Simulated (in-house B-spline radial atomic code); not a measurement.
# Ionising Er with different functionals

Computed with an all-electron radial atomic-structure program (B-spline basis): scalar-relativistic (spin-free X2C) Hamiltonian, Fermi nucleus of rms radius 5.2516 fm, spin-polarised at highest spin, spherical fractional occupations for the functionals, and exact exchange of hybrids averaged over the configuration. The ionisation energy is the difference of two self-consistent energies, [Xe] 4f12 6s2 → [Xe] 4f12 6s1, without Breit or QED terms; ε is the level of the shell that loses the electron (its least bound occupied spin orbital). There is no spin-orbit coupling in this Hamiltonian.

```tsv
method	rung	ΔSCF (eV)	-ε(6s) (eV)
PBE0	global hybrid	5.99	4.31
B3LYP	global hybrid	6.20	4.24
TPSSh	global hybrid	5.94	3.98
BHandHLYP	global hybrid	5.93	4.71
r2SCAN0	global hybrid	?	?
B97-1	global hybrid	6.24	4.16
HSE06	range-separated hybrid	6.00	4.00
wB97X	range-separated hybrid	6.29	5.98
CAM-B3LYP	range-separated hybrid	?	?
LC-wPBE	range-separated hybrid	5.79	5.96
```

(1) What does CAM-B3LYP give?

(2) What does r2SCAN0 give?

(3) Among the functionals, which spreads more, the ΔSCF values or the orbital energies?

(4) How do they compare with the NIST value?

Answers

(1) ΔSCF 6.11 eV, and -ε(6s) = 5.18 eV.

(2) ΔSCF 5.86 eV, and -ε(6s) = 4.36 eV.

(3) The orbital energies: ΔSCF values span about 0.50 eV and the orbital energies 2.00 eV; here energy differences depend much less on the functional than eigenvalues do.

(4) NIST lists 6.108 eV ± 0.001 (measured, ground level to ground level). Errors run from -0.31 to +0.18 eV; CAM-B3LYP is closest (+0.00 eV), but part of that can be cancellation, since the calculations leave out spin-orbit coupling, Breit-QED terms, multiplet and fine-structure energies.
